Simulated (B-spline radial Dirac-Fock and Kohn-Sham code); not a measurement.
# Satellites and hypersatellites of the K lines of Au²⁺

System: Au²⁺, configuration [Xe] 4f14 5d9.

Level of theory: Dirac-Fock energy differences between relaxed states, corrected for Breit and QED terms; a radial B-spline solver. Each two-hole energy is an average over J within one jj subconfiguration, not an observable level; in light atoms, where LS coupling holds, the j-resolved values are not observed lines, and for a K spectator the Kα1 hypersatellite is nearly forbidden. No correlation.

Lines without a spectator: Kα2 (K-L2) 66985.7 eV, Kα1 (K-L3) 68800.5 eV, Kβ3 (K-M2) 77565.1 eV, Kβ1 (K-M3) 77970.0 eV. Shifts in eV with one spectator hole (a dash: not computed, or left out as unreliable):

| spectator hole | Kα2 | Kα1 | Kβ3 | Kβ1 |
| --- | --- | --- | --- | --- |
| K (1s) | +1085.1 | +1180.1 | +1408.4 | +1430.8 |
| L2 (2p1/2) | +142.2 | +195.1 | – | +361.5 |
| L3 (2p3/2) | +100.1 | +112.7 | +259.9 | – |
| M2 (3p1/2) | – | +31.6 | +58.6 | +69.7 |
| M3 (3p3/2) | +15.83 | – | +47.3 | +48.4 |
| M4 (3d3/2) | +5.20 | +1.89 | – | – |
